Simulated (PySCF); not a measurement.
3-silylprop-2-yn-1-amine (C3H7NSi), SMILES NCC#C[SiH3]. Atoms are numbered in the order given.

```xyz
12

N     -2.7453     0.9749     0.2263
C     -2.1168    -0.3084    -0.0232
C     -0.6504    -0.3041    -0.0460
C      0.5685    -0.2466    -0.0548
Si     2.3939    -0.1757    -0.0716
H     -2.4504     1.6464    -0.4804
H     -2.4246     1.3483     1.1179
H     -2.4564    -1.0296     0.7399
H     -2.4841    -0.7080    -0.9840
H      2.9101     0.0610     1.3091
H      2.9473    -1.4641    -0.5834
H      2.8528     0.9361    -0.9563
```
Charge 0, spin multiplicity 1.

The structure is a stationary point at PBE0-D3(BJ)/def2-SVP. One conformer was computed; it need not be the lowest.

All values below come from PySCF with PBE0/def2-TZVP.

The molecule is in vacuum.

The total energy is -462.44650 hartree, the highest occupied level comes out as -7.37 eV and the lowest empty level is -0.11 eV. The orbital gap comes out as 7.25 eV and the dipole moment is 0.38 D. The quadrupole, principal values (traceless, Buckingham form, about the centre of nuclear charge) is -5.06, 2.12, 2.93 D·Å and the mean static polarisability is 71.9 bohr³ (10.65 Å³). The polarisability, principal values comes out as 54.7, 58.1, 102.9 bohr³.
